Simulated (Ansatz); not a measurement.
`O[Si]1(F)C=N1` + HCl → `O[Si]1(Cl)C=N1` + H–F at 298.15 K and 1 bar (ligand exchange at the Si–F bond).

Calculated with Ansatz (gas phase, PBE0-D4/def2-TZVP geometries, no zero-point term in ΔE). CBS: MP2 limit from def2 TZ/QZ plus the TZ coupled-cluster correction, frozen cores. This one scheme is used for every species. One conformer a species, not always the lowest.

```
         species  CCSD(T)/CBS energy (Eh)  H − E (kJ/mol)  S (J/(mol·K))
 `O[Si]1(F)C=N1`               -558.05980           114.9          308.0
             HCl               -460.38127            26.6          186.8
`O[Si]1(Cl)C=N1`               -918.03054           112.4          321.1
             H–F               -100.39570            33.5          173.6
```

H − E and S are ideal-gas, rigid-rotor, harmonic terms from PBE0-D4/def2-TZVP, for one conformer and one mirror image of each species. 1 Eh = 2625.50 kJ/mol, R = 8.31446 J/(mol·K).

Q: By hand: ΔE, ΔH, ΔS and ΔG.

A: ΔE = (-918.03054) + (-100.39570) − (-558.05980) − (-460.38127) = 0.01483 Eh = 38.9 kJ/mol. Δ(H − E) = 112.4 + 33.5 − 114.9 − 26.6 = 4.4, so ΔH = 43.3 kJ/mol. ΔS = 321.1 + 173.6 − 308.0 − 186.8 = -0.1 J/(mol·K). ΔG = 43.3 − 298.15 × (-0.1)/1000 = 43.3 kJ/mol.

Q: By hand: the equilibrium constant, and the temperature at which ΔG would vanish if ΔH and ΔS stayed fixed.

A: log₁₀ K = −ΔG/(RT ln 10) = -7.6. ΔH and −TΔS have one sign here, so there is no such temperature.

The number of gas molecules stays the same, so ΔS is small and ΔH decides. A doubt of 5 kJ/mol in ΔE shifts log₁₀ K by 0.9 here. Other conformers and mirror images would add mixing entropy, several J/(mol·K) or more a flexible species. These are equilibria of isolated gas molecules and say nothing of rates. Largest T1 diagnostic: 0.013 (customary marks: 0.02 for closed shells, 0.045 for open ones).

ΔS is within the doubt of such terms, so its sign, and with it that verdict, could turn.
